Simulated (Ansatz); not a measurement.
Ansatz (a quantum-chemistry and plane-wave program) input (B3LYP-D3(BJ)/def2-TZVP):

Ansatz 0.2 input:
```yaml
crystal:
  periodic: [false, false, false]
  atoms:
    - {symbol: Si, position_ang: [-1.13071627, -0.21437975, -0.19786288]}
    - {symbol: Cl, position_ang: [1.10415170, 0.11806772, 0.10161408]}
    - {symbol: H, position_ang: [-1.48225327, 1.28364396, -0.26245164]}
    - {symbol: H, position_ang: [-1.45829783, -0.28947871, 1.30509270]}
basis:
  gaussian:
    orbitals: def2-TZVP
hamiltonian:
  xc: b3lyp
  dispersion: d3bj
total_charge: -1
phonons: {temperatures: {t_min: 298.15, t_max: 298.15, t_step: 100}}
```

Output:

```
Functional definition: B3LYP
integrals: 0.02 GiB planned
612 factors; their error is unknown
mean field: 0.20 GiB planned
mean field evaluation 1: about -20434.4101 eV, gradient 2.2e1 eV
mean field evaluation 2: about -20434.0751 eV, gradient 2.7e1 eV
mean field evaluation 4: about -20435.9271 eV, gradient 4.3e-1 eV
mean field evaluation 8: about -20435.9815 eV, gradient 9.4e-2 eV
mean field evaluation 16: about -20435.9815 eV, gradient 4.1e-5 eV
mean field -20435.98154915 eV, -751.0084699253 hartree, gradient 4.1e-5 eV, S^2 0.000000; 0 other end points of the search recorded, 0 dependent functions left out
the calculation of the forces begins
reference -20435.98176256 eV, -751.0084777681 hartree; 17, 17 occupied and 69, 69 virtual orbitals, 612 factors
these checks for a lower state are left out or cut short: stability, starts, cluster_reference, orbital_swaps, neighbouring_geometries, increment
integrals: 0.02 GiB planned
612 factors; their error is unknown
mean field: 0.20 GiB planned
mean field -20435.98150970 eV, -751.0084684758 hartree, gradient 8.8e-7 eV, S^2 0.000000; 0 other end points of the search recorded, 0 dependent functions left out
the calculation of the forces begins
reference -20435.98172307 eV, -751.0084763169 hartree; 17, 17 occupied and 69, 69 virtual orbitals, 612 factors
these checks for a lower state are left out or cut short: stability, starts, cluster_reference, orbital_swaps, neighbouring_geometries, increment
integrals: 0.02 GiB planned
612 factors; their error is unknown
mean field: 0.20 GiB planned
mean field -20435.98148894 eV, -751.0084677128 hartree, gradient 8.1e-7 eV, S^2 0.000000; 0 other end points of the search recorded, 0 dependent functions left out
the calculation of the forces begins
reference -20435.98170240 eV, -751.0084755572 hartree; 17, 17 occupied and 69, 69 virtual orbitals, 612 factors
these checks for a lower state are left out or cut short: stability, starts, cluster_reference, orbital_swaps, neighbouring_geometries, increment
integrals: 0.02 GiB planned
612 factors; their error is unknown
mean field: 0.20 GiB planned
mean field evaluation 32: about -20435.9815 eV, gradient 8.3e-2 eV
mean field -20435.98150317 eV, -751.0084682356 hartree, gradient 1.2e-6 eV, S^2 0.000000; 0 other end points of the search recorded, 0 dependent functions left out
the calculation of the forces begins
reference -20435.98171662 eV, -751.0084760799 hartree; 17, 17 occupied and 69, 69 virtual orbitals, 612 factors
these checks for a lower state are left out or cut short: stability, starts, cluster_reference, orbital_swaps, neighbouring_geometries, increment
integrals: 0.02 GiB planned
612 factors; their error is unknown
mean field: 0.20 GiB planned
mean field -20435.98152018 eV, -751.0084688609 hartree, gradient 1.1e-6 eV, S^2 0.000000; 0 other end points of the search recorded, 0 dependent functions left out
the calculation of the forces begins
reference -20435.98173355 eV, -751.0084767022 hartree; 17, 17 occupied and 69, 69 virtual orbitals, 612 factors
these checks for a lower state are left out or cut short: stability, starts, cluster_reference, orbital_swaps, neighbouring_geometries, increment
integrals: 0.02 GiB planned
612 factors; their error is unknown
mean field: 0.20 GiB planned
mean field -20435.98154108 eV, -751.0084696288 hartree, gradient 1.5e-6 eV, S^2 0.000000; 0 other end points of the search recorded, 0 dependent functions left out
the calculation of the forces begins
reference -20435.98175448 eV, -751.0084774711 hartree; 17, 17 occupied and 69, 69 virtual orbitals, 612 factors
these checks for a lower state are left out or cut short: stability, starts, cluster_reference, orbital_swaps, neighbouring_geometries, increment
integrals: 0.02 GiB planned
612 factors; their error is unknown
mean field: 0.20 GiB planned
mean field -20435.98155179 eV, -751.0084700226 hartree, gradient 1.1e-6 eV, S^2 0.000000; 0 other end points of the search recorded, 0 dependent functions left out
the calculation of the forces begins
reference -20435.98176522 eV, -751.0084778659 hartree; 17, 17 occupied and 69, 69 virtual orbitals, 612 factors
these checks for a lower state are left out or cut short: stability, starts, cluster_reference, orbital_swaps, neighbouring_geometries, increment
integrals: 0.02 GiB planned
612 factors; their error is unknown
mean field: 0.20 GiB planned
mean field -20435.98156495 eV, -751.0084705063 hartree, gradient 1.5e-6 eV, S^2 0.000000; 0 other end points of the search recorded, 0 dependent functions left out
the calculation of the forces begins
reference -20435.98177835 eV, -751.0084783486 hartree; 17, 17 occupied and 69, 69 virtual orbitals, 612 factors
these checks for a lower state are left out or cut short: stability, starts, cluster_reference, orbital_swaps, neighbouring_geometries, increment
integrals: 0.02 GiB planned
612 factors; their error is unknown
mean field: 0.20 GiB planned
mean field evaluation 64: about -20435.9815 eV, gradient 5.8e-2 eV
mean field -20435.98150873 eV, -751.0084684400 hartree, gradient 1.4e-6 eV, S^2 0.000000; 0 other end points of the search recorded, 0 dependent functions left out
the calculation of the forces begins
reference -20435.98172215 eV, -751.0084762833 hartree; 17, 17 occupied and 69, 69 virtual orbitals, 612 factors
these checks for a lower state are left out or cut short: stability, starts, cluster_reference, orbital_swaps, neighbouring_geometries, increment
integrals: 0.02 GiB planned
612 factors; their error is unknown
mean field: 0.20 GiB planned
mean field -20435.98152832 eV, -751.0084691598 hartree, gradient 2.4e-6 eV, S^2 0.000000; 0 other end points of the search recorded, 0 dependent functions left out
the calculation of the forces begins
reference -20435.98174171 eV, -751.0084770019 hartree; 17, 17 occupied and 69, 69 virtual orbitals, 612 factors
these checks for a lower state are left out or cut short: stability, starts, cluster_reference, orbital_swaps, neighbouring_geometries, increment
integrals: 0.02 GiB planned
612 factors; their error is unknown
mean field: 0.20 GiB planned
mean field -20435.98155603 eV, -751.0084701784 hartree, gradient 2.3e-6 eV, S^2 0.000000; 0 other end points of the search recorded, 0 dependent functions left out
the calculation of the forces begins
reference -20435.98176947 eV, -751.0084780219 hartree; 17, 17 occupied and 69, 69 virtual orbitals, 612 factors
these checks for a lower state are left out or cut short: stability, starts, cluster_reference, orbital_swaps, neighbouring_geometries, increment
integrals: 0.02 GiB planned
612 factors; their error is unknown
mean field: 0.20 GiB planned
mean field -20435.98151052 eV, -751.0084685059 hartree, gradient 2.1e-6 eV, S^2 0.000000; 0 other end points of the search recorded, 0 dependent functions left out
the calculation of the forces begins
reference -20435.98172398 eV, -751.0084763504 hartree; 17, 17 occupied and 69, 69 virtual orbitals, 612 factors
these checks for a lower state are left out or cut short: stability, starts, cluster_reference, orbital_swaps, neighbouring_geometries, increment
integrals: 0.02 GiB planned
612 factors; their error is unknown
mean field: 0.20 GiB planned
mean field -20435.98151030 eV, -751.0084684976 hartree, gradient 2.0e-6 eV, S^2 0.000000; 0 other end points of the search recorded, 0 dependent functions left out
the calculation of the forces begins
reference -20435.98172366 eV, -751.0084763387 hartree; 17, 17 occupied and 69, 69 virtual orbitals, 612 factors
these checks for a lower state are left out or cut short: stability, starts, cluster_reference, orbital_swaps, neighbouring_geometries, increment
integrals: 0.02 GiB planned
612 factors; their error is unknown
mean field: 0.20 GiB planned
mean field evaluation 96: about -20435.9815 eV, gradient 7.1e-5 eV
mean field -20435.98154022 eV, -751.0084695971 hartree, gradient 2.0e-6 eV, S^2 0.000000; 0 other end points of the search recorded, 0 dependent functions left out
the calculation of the forces begins
reference -20435.98175362 eV, -751.0084774397 hartree; 17, 17 occupied and 69, 69 virtual orbitals, 612 factors
these checks for a lower state are left out or cut short: stability, starts, cluster_reference, orbital_swaps, neighbouring_geometries, increment
integrals: 0.02 GiB planned
612 factors; their error is unknown
mean field: 0.20 GiB planned
mean field -20435.98154731 eV, -751.0084698579 hartree, gradient 2.2e-6 eV, S^2 0.000000; 0 other end points of the search recorded, 0 dependent functions left out
the calculation of the forces begins
reference -20435.98176073 eV, -751.0084777009 hartree; 17, 17 occupied and 69, 69 virtual orbitals, 612 factors
Total energy: -20436.11588960 eV, -751.0134068458 hartree
Atom 0 at    -1.130716    -0.214380    -0.197863 Å, force     0.000165    -0.000313    -0.000316 eV/Å
Atom 1 at     1.104152     0.118068     0.101614 Å, force     0.000004    -0.000005    -0.000005 eV/Å
Atom 2 at    -1.482253     1.283644    -0.262452 Å, force    -0.000086     0.000291     0.000029 eV/Å
Atom 3 at    -1.458298    -0.289479     1.305093 Å, force    -0.000082     0.000027     0.000292 eV/Å
Dipole moment:     0.316475     0.050361     0.045704 e Å
Vibrations: 343.59 678.19 733.95 972.94 1896.23 1903.48 cm⁻¹, zero-point energy 0.404708 eV
```

It need not be the lowest isomer of its formula. Whether it binds its extra electron was not tested at this geometry.
